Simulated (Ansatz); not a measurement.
The same path of BFGaH3O (7 atoms, charge 0, multiplicity 1) was run twice with different band settings. The coordinate that changes most is the dihedral H6–B1–Ga2–F4.

Theory: Ansatz 0.2.0, RKS r2SCAN-D4/def2-SVP.

Relaxed end points:

```xyz
7
Properties=species:S:1:pos:R:3
B -0.866 1.321 -0.093
Ga 0.084 -0.508 -0.012
O 1.812 -0.789 0.304
F -0.768 -2.036 -0.260
H -0.965 1.923 -1.132
H -1.344 1.816 0.897
H 2.047 -1.727 0.298
```

```xyz
7
Properties=species:S:1:pos:R:3
B -0.865 1.320 -0.093
Ga 0.083 -0.509 -0.014
O 1.811 -0.788 0.307
F -0.767 -2.037 -0.267
H -1.350 1.811 0.896
H -0.958 1.928 -1.130
H 2.046 -1.726 0.300
```

Common settings: movable images 5; climbing image yes; spring 5.0 eV/Å²; optimiser quadratic models (default); start path through a guess of the saddle point; iteration limit 60; end points relaxed.

| run | force threshold |
| --- | --- |
| 1 | 0.03 eV/Å |
| 2 | 0.2 eV/Å |

**Question.** What does each run give, and how far can it be trusted?

**Answer.** Run 1: converged after 9 iterations, highest image 0.070 eV above the first end. A vibrational analysis at the climbing image gives one clearly imaginary mode, 135i cm⁻¹: a first-order saddle point.
Run 2: converged after 6 iterations, highest image 0.071 eV above the first end. The threshold of 0.2 eV/Å is loose, so the images may lie well off the minimum-energy path. Another band between the same ends (5 images) ends at a top of the same energy, where a vibrational analysis finds 1 clearly imaginary mode.
